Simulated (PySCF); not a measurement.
Gas-phase reaction: SiSe + 4 SiH₃ ⇌ H₂Se + 5 SiH₂

Energies from PySCF, thermal terms from the rigid-rotor harmonic-oscillator model, ideal gas at 1 bar. † marks an energy on the PBE0/def2-TZVP geometry and frequencies; other levels use their own. MP2 and CCSD(T) freeze the core. 6-31G* has spherical d functions here. Open shells (unrestricted): SiH₃ (multiplicity 2); the rest are closed-shell singlets. B3LYP is the form with VWN-RPA correlation. Se: all electrons, no relativistic terms. MP2 isn't extrapolated to the basis-set limit. CCSD(T) isn't extrapolated to the basis-set limit.

```json
[
 {"level": "B3LYP/6-31G*", "ΔH°(298 K), kJ": "437"},
 {"level": "B3LYP/def2-TZVP†", "ΔH°(298 K), kJ": "432"},
 {"level": "CCSD(T)/def2-TZVPP†", "ΔH°(298 K), kJ": "420"},
 {"level": "MP2/def2-SVP†", "ΔH°(298 K), kJ": "513"},
 {"level": "MP2/def2-TZVPP†", "ΔH°(298 K), kJ": "?"},
 {"level": "PBE/def2-SVP", "ΔH°(298 K), kJ": "485"},
 {"level": "PBE0/def2-QZVP†", "ΔH°(298 K), kJ": "496"},
 {"level": "PBE0/def2-SVP†", "ΔH°(298 K), kJ": "?"},
 {"level": "LDA/def2-TZVP†", "ΔH°(298 K), kJ": "?"},
 {"level": "ωB97M-V/def2-TZVP†", "ΔH°(298 K), kJ": "?"}
]
```

Fill in the missing entries.


- MP2/def2-TZVPP†, ΔH°(298 K), kJ: 500
- PBE0/def2-SVP†, ΔH°(298 K), kJ: 496
- LDA/def2-TZVP†, ΔH°(298 K), kJ: 489
- ωB97M-V/def2-TZVP†, ΔH°(298 K), kJ: 386
